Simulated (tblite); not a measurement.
Compound: 2-thiophenemethanol, C5H6OS.
Bonds: O1–C2, C2–C3, C3–C4 (aromatic), C4–C5 (aromatic), C5–C6 (aromatic), C6–S7 (aromatic), C3–S7 (aromatic). Hydrogens: H8 on O1; H9, H10 on C2; H11 on C4; H12 on C5; H13 on C6.

Computed with GFN2-xTB (tblite), gas phase: Langevin dynamics at 400 K from the optimised GFN2-xTB geometry, time step 0.5 fs, friction 0.01 fs⁻¹, 2000 steps. The instantaneous temperature is 2·E(kin)/(3Nk) with all 3N coordinates.

```json
{"t (fs)": "0", "T (K)": "333", "E(pot) above start (eV)": "0.000", "O1–C2 (Å)": "1.412", "C2–C3 (Å)": "1.496", "C3–C4 (Å)": "1.360", "C4–C5 (Å)": "1.413", "C5–C6 (Å)": "1.356", "O1–H8 (Å)": "0.964", "O1–C2–C3–C4 (°)": "85"}
{"t (fs)": "50", "T (K)": "203", "E(pot) above start (eV)": "0.567", "O1–C2 (Å)": "1.477", "C2–C3 (Å)": "1.489", "C3–C4 (Å)": "1.373", "C4–C5 (Å)": "1.435", "C5–C6 (Å)": "1.329", "O1–H8 (Å)": "1.008", "O1–C2–C3–C4 (°)": "112"}
{"t (fs)": "100", "T (K)": "346", "E(pot) above start (eV)": "0.395", "O1–C2 (Å)": "1.373", "C2–C3 (Å)": "1.494", "C3–C4 (Å)": "1.366", "C4–C5 (Å)": "1.422", "C5–C6 (Å)": "1.358", "O1–H8 (Å)": "0.966", "O1–C2–C3–C4 (°)": "126"}
{"t (fs)": "150", "T (K)": "284", "E(pot) above start (eV)": "0.720", "O1–C2 (Å)": "1.435", "C2–C3 (Å)": "1.503", "C3–C4 (Å)": "1.335", "C4–C5 (Å)": "1.459", "C5–C6 (Å)": "1.364", "O1–H8 (Å)": "0.943", "O1–C2–C3–C4 (°)": "135"}
{"t (fs)": "200", "T (K)": "435", "E(pot) above start (eV)": "0.775", "O1–C2 (Å)": "1.422", "C2–C3 (Å)": "1.453", "C3–C4 (Å)": "1.332", "C4–C5 (Å)": "1.465", "C5–C6 (Å)": "1.329", "O1–H8 (Å)": "0.959", "O1–C2–C3–C4 (°)": "156"}
{"t (fs)": "250", "T (K)": "516", "E(pot) above start (eV)": "0.591", "O1–C2 (Å)": "1.424", "C2–C3 (Å)": "1.478", "C3–C4 (Å)": "1.394", "C4–C5 (Å)": "1.414", "C5–C6 (Å)": "1.361", "O1–H8 (Å)": "0.998", "O1–C2–C3–C4 (°)": "162"}
{"t (fs)": "300", "T (K)": "349", "E(pot) above start (eV)": "0.527", "O1–C2 (Å)": "1.410", "C2–C3 (Å)": "1.517", "C3–C4 (Å)": "1.357", "C4–C5 (Å)": "1.423", "C5–C6 (Å)": "1.391", "O1–H8 (Å)": "0.928", "O1–C2–C3–C4 (°)": "144"}
{"t (fs)": "350", "T (K)": "251", "E(pot) above start (eV)": "0.381", "O1–C2 (Å)": "1.444", "C2–C3 (Å)": "1.489", "C3–C4 (Å)": "1.382", "C4–C5 (Å)": "1.414", "C5–C6 (Å)": "1.362", "O1–H8 (Å)": "0.969", "O1–C2–C3–C4 (°)": "165"}
{"t (fs)": "400", "T (K)": "332", "E(pot) above start (eV)": "0.380", "O1–C2 (Å)": "1.413", "C2–C3 (Å)": "1.464", "C3–C4 (Å)": "1.379", "C4–C5 (Å)": "1.402", "C5–C6 (Å)": "1.336", "O1–H8 (Å)": "1.016", "O1–C2–C3–C4 (°)": "-177"}
{"t (fs)": "450", "T (K)": "454", "E(pot) above start (eV)": "0.455", "O1–C2 (Å)": "1.352", "C2–C3 (Å)": "1.554", "C3–C4 (Å)": "1.338", "C4–C5 (Å)": "1.452", "C5–C6 (Å)": "1.326", "O1–H8 (Å)": "0.984", "O1–C2–C3–C4 (°)": "176"}
{"t (fs)": "500", "T (K)": "310", "E(pot) above start (eV)": "0.576", "O1–C2 (Å)": "1.470", "C2–C3 (Å)": "1.527", "C3–C4 (Å)": "1.345", "C4–C5 (Å)": "1.400", "C5–C6 (Å)": "1.362", "O1–H8 (Å)": "0.925", "O1–C2–C3–C4 (°)": "-173"}
{"t (fs)": "550", "T (K)": "269", "E(pot) above start (eV)": "0.398", "O1–C2 (Å)": "1.384", "C2–C3 (Å)": "1.513", "C3–C4 (Å)": "1.366", "C4–C5 (Å)": "1.378", "C5–C6 (Å)": "1.378", "O1–H8 (Å)": "0.947", "O1–C2–C3–C4 (°)": "-169"}
{"t (fs)": "600", "T (K)": "296", "E(pot) above start (eV)": "0.511", "O1–C2 (Å)": "1.421", "C2–C3 (Å)": "1.499", "C3–C4 (Å)": "1.357", "C4–C5 (Å)": "1.417", "C5–C6 (Å)": "1.376", "O1–H8 (Å)": "0.967", "O1–C2–C3–C4 (°)": "-171"}
{"t (fs)": "650", "T (K)": "283", "E(pot) above start (eV)": "0.436", "O1–C2 (Å)": "1.438", "C2–C3 (Å)": "1.488", "C3–C4 (Å)": "1.317", "C4–C5 (Å)": "1.442", "C5–C6 (Å)": "1.347", "O1–H8 (Å)": "0.998", "O1–C2–C3–C4 (°)": "-165"}
{"t (fs)": "700", "T (K)": "390", "E(pot) above start (eV)": "0.546", "O1–C2 (Å)": "1.382", "C2–C3 (Å)": "1.486", "C3–C4 (Å)": "1.356", "C4–C5 (Å)": "1.411", "C5–C6 (Å)": "1.359", "O1–H8 (Å)": "0.990", "O1–C2–C3–C4 (°)": "-158"}
{"t (fs)": "750", "T (K)": "415", "E(pot) above start (eV)": "0.602", "O1–C2 (Å)": "1.453", "C2–C3 (Å)": "1.482", "C3–C4 (Å)": "1.357", "C4–C5 (Å)": "1.388", "C5–C6 (Å)": "1.364", "O1–H8 (Å)": "0.962", "O1–C2–C3–C4 (°)": "-157"}
{"t (fs)": "800", "T (K)": "345", "E(pot) above start (eV)": "0.479", "O1–C2 (Å)": "1.419", "C2–C3 (Å)": "1.498", "C3–C4 (Å)": "1.377", "C4–C5 (Å)": "1.395", "C5–C6 (Å)": "1.354", "O1–H8 (Å)": "0.975", "O1–C2–C3–C4 (°)": "-142"}
{"t (fs)": "850", "T (K)": "321", "E(pot) above start (eV)": "0.377", "O1–C2 (Å)": "1.363", "C2–C3 (Å)": "1.511", "C3–C4 (Å)": "1.323", "C4–C5 (Å)": "1.424", "C5–C6 (Å)": "1.357", "O1–H8 (Å)": "0.983", "O1–C2–C3–C4 (°)": "-130"}
{"t (fs)": "900", "T (K)": "317", "E(pot) above start (eV)": "0.434", "O1–C2 (Å)": "1.452", "C2–C3 (Å)": "1.509", "C3–C4 (Å)": "1.361", "C4–C5 (Å)": "1.430", "C5–C6 (Å)": "1.336", "O1–H8 (Å)": "0.977", "O1–C2–C3–C4 (°)": "-129"}
{"t (fs)": "950", "T (K)": "442", "E(pot) above start (eV)": "0.527", "O1–C2 (Å)": "1.385", "C2–C3 (Å)": "1.463", "C3–C4 (Å)": "1.387", "C4–C5 (Å)": "1.440", "C5–C6 (Å)": "1.323", "O1–H8 (Å)": "0.930", "O1–C2–C3–C4 (°)": "-128"}
{"t (fs)": "1000", "T (K)": "375", "E(pot) above start (eV)": "0.794", "O1–C2 (Å)": "1.464", "C2–C3 (Å)": "1.536", "C3–C4 (Å)": "1.371", "C4–C5 (Å)": "1.402", "C5–C6 (Å)": "1.406", "O1–H8 (Å)": "0.959", "O1–C2–C3–C4 (°)": "-129"}
```

Q: From 500 fs on, how do temperature and potential energy compare with equipartition?

A: The mean temperature of these 11 frames is 342 K against the target 400 K, and the mean potential energy 0.52 eV against 33 × kT/2 = 0.57 eV for 33 classical harmonic modes. For 13 atoms in a canonical ensemble the temperature itself scatters by T·√(2/(3N)) = 91 K; here its standard deviation is 54 K. The whole run lasts only 10 friction times of 100 fs, so these averages carry a wide statistical error.

Q: What are the kinetic and total energies of the listed frame with the highest potential energy?

A: The one at 1000 fs, 0.794 eV above the start. Its kinetic energy is 3NkT/2 = 0.631 eV at 375 K, so the sum is 1.42 eV; over the listed frames the sum runs from 0.56 to 1.51 eV, since the thermostat adds and removes energy.

Q: How much do the listed bonds fluctuate from 500 fs on?

A: 
| bond | at the start (Å) | mean (Å) | standard deviation (Å) |
| --- | --- | --- | --- |
| O1–C2 | 1.412 | 1.421 | 0.036 |
| C2–C3 | 1.496 | 1.501 | 0.020 |
| C3–C4 | 1.360 | 1.356 | 0.020 |
| C4–C5 | 1.413 | 1.412 | 0.020 |
| C5–C6 | 1.356 | 1.360 | 0.021 |
| O1–H8 | 0.964 | 0.965 | 0.022 |

The motion is classical and holds no zero-point motion.

What follows is the cost of the whole dynamics run. The run took about 29 s of CPU time (one thread, shared machine).
